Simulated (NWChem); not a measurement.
C$_{2}$H$_{4}$BNO; SMILES CBN=C=O

```xyz
9

B     -0.5681    -1.1522     0.0002
H     -1.7618    -1.2683    -0.0012
C      0.3649    -2.4099     0.0001
H      0.1302    -3.0470     0.8654
H      1.4354    -2.1840     0.0100
H      0.1447    -3.0330    -0.8794
N     -0.0447     0.1691     0.0006
C      0.0018     1.3716     0.0001
O      0.1257     2.5424    -0.0002
```
Atoms are numbered in this order, from 1.

Results from NWChem. Pople sets run with spherical d functions. Coordinates come from a B3LYP/6-31G* (spherical d) optimisation. Total energies compare along this basis series because the functional is fixed.

| level | basis functions | energy (Ha) | highest occupied level (eV) | orbital gap (eV) | dipole (D) |
|---|---|---|---|---|---|
| PBE/STO-3G | 29 | -230.1667 | -4.26 | 4.43 | 0.53 |
| PBE/3-21G | 53 | -231.9165 | ? | 4.39 | ? |
| PBE/6-31G* | 78 | -233.1961 | -6.55 | 4.42 | 1.62 |
| PBE/6-31+G* | 98 | -233.2074 | -6.86 | 4.42 | 1.84 |
| PBE/6-311G** | 114 | -233.2667 | -6.77 | 4.41 | 1.57 |
| PBE/6-311++G** | 138 | -233.2712 | -6.90 | 4.40 | 1.82 |

Q: Fill in the missing entries.

A: 
- PBE/3-21G, highest occupied level (eV): -6.45
- PBE/3-21G, dipole (D): 1.35
